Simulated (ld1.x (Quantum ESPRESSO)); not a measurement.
**What one change does to a pseudopotential (B (Z = 5), TM)**

* Element: boron (B)
* Generator: ld1.x (Quantum ESPRESSO) 7.5
* Type: norm-conserving Troullier–Martins (Kleinman–Bylander form)
* Functional: LDA (PZ)
* Relativity: scalar-relativistic
* Frozen core: [He]
* Valence charge: 3
* Reference configuration: 2s1.75 2p1.25
* Partial waves: 2s (bound): rc 1.10 bohr; 2p (bound): rc 3.15 bohr
* Local potential: the p channel
* Core correction: none

All-electron outer shells of the reference configuration (LDA (PZ), scalar-relativistic, ld1.x):

| shell | level (eV) | outermost node (bohr) | outermost maximum (bohr) |
| --- | --- | --- | --- |
| 1s | -178.93 | – | 0.21 |
| 2s | -9.51 | 0.46 | 1.52 |
| 2p | -3.84 | – | 1.55 |

Change: reference 2s1.5 2p0.

Cutoffs: the cutoffs (Ry, on a coarse ladder) from which the occupation-weighted sum of valence levels, in a spherical-Bessel basis at the reference potential, stays within 10 and 1 mRy of its value at 400 Ry; they do not see the model core or the augmentation charge, which bear on the density cutoff. Errors are all-electron minus pseudo energies relative to the spin-unpolarised reference configuration.

What does the change do?

The potential gets neither clearly harder nor softer (21 Ry and 70 Ry → 21 Ry and 70 Ry); the range in which the s phases agree narrows (upper end 0.4 → -0.7); the range in which the p phases agree narrows (upper end 0.4 → -0.7); neither file shows a bound ghost.

| quantity | base | changed |
| --- | --- | --- |
| cutoff, loose | 21 Ry | 21 Ry |
| cutoff, tight | 70 Ry | 70 Ry |
| bound ghosts | none | none |
| largest error over its own tests, meV | +384 | +402 |
| s: phases at 3.39 bohr within 0.05 rad from the reference energy up to (Ry; the scan ends near 5) | 0.4 | -0.7 |
| p: phases at 3.39 bohr within 0.05 rad from the reference energy up to (Ry; the scan ends near 5) | 0.4 | -0.7 |
